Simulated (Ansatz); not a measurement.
# Which is lower?

The two ends of one reaction step of BAsNH$_{7}$O$_{2}$, closed shell (PBE0-D4/def2-TZVP).

A:

```xyz
12
angstrom
B -0.2959 -0.3911 -0.2672
N 1.2369 0.2417 -0.2615
O -0.6339 -0.2587 -1.6445
O -0.1745 -1.7381 0.1858
H 1.5994 0.3369 0.6807
As -1.4939 0.8364 1.0121
H 1.8352 -0.3867 -0.7951
H 1.2354 1.1528 -0.7092
H -1.2325 -0.9599 -1.9056
H -0.5654 -1.8930 1.0447
H -0.5204 0.8919 2.1936
H -0.9901 2.1680 0.4660
```

B:

```xyz
12
angstrom
B 0.6487 -0.6208 -0.9185
N 1.5367 -1.4390 -1.6511
O -0.2605 0.1347 -1.6038
O 0.6540 -0.5457 0.4633
H -0.5055 2.0337 2.1428
As -1.6822 1.5469 1.3199
H 2.2389 -2.0292 -1.2479
H 1.5018 -1.4662 -2.6538
H -0.8161 0.6544 -1.0110
H 1.3132 -1.0979 0.8842
H -1.9568 0.3741 2.2408
H -2.6720 2.4550 2.0349
```

Ansatz 0.2.0; basis: def2-TZVPP; cores frozen in the correlated methods. Filled d shells of the heavier atoms are correlated. The def2 sets are not built for correlating such inner shells, so the correlated values are less sure here. B3LYP uses VWN-RPA correlation.

Task: Which structure is lower at CCSD(T), and by how much? (An estimate is asked for; the value comes from the calculation.)

Result: The calculation gives: B, by 0.710 eV (electronic energy, against the other). By their contacts, A is BAsNH₇O₂ ([NH3][B]([OH])([OH])[AsH2]) and B is a complex of BNH₄O₂ ([NH2][B]([OH])[OH]) + AsH₃.

All methods give the same order:

| method | E(B) − E(A) (eV) |
| --- | --- |
| SPW92 | -0.476 |
| PBE-D4 | -0.633 |
| BLYP-D4 | -0.833 |
| r2SCAN-D4 | -0.710 |
| B97M-V | -0.849 |
| PBE0-D4 | -0.658 |
| B3LYP-D4 | -0.850 |
| r2SCAN0-D4 | -0.716 |
| BHLYP-D4 | -0.895 |
| CAM-B3LYP-D4 | -0.873 |
| wB97X-V | -0.751 |
| wB97M-V | -0.758 |
| B2PLYP | -0.847 |
| PBE-QIDH | -0.665 |
| RPA on PBE | -0.726 |
| HF | -1.217 |
| MP2 | -0.648 |
| CCSD | -0.781 |
| CCSD(T) | -0.710 |

The T1 diagnostic stays at or below 0.012.

Labels in which every atom is bracketed show which atoms are joined, not bond orders.

For scale, one of the runs: CCSD(T)/def2-TZVPP, 270 basis functions, launched by `ansatz run in.yaml --threads 8 --pin off --events-out ev --progress --plain --max-ram 19148MiB`. Time: 3.4 min of wall clock on 8 CPU threads of an Arm Neoverse V1; the host was shared. Peak host memory: 7.6 GiB.
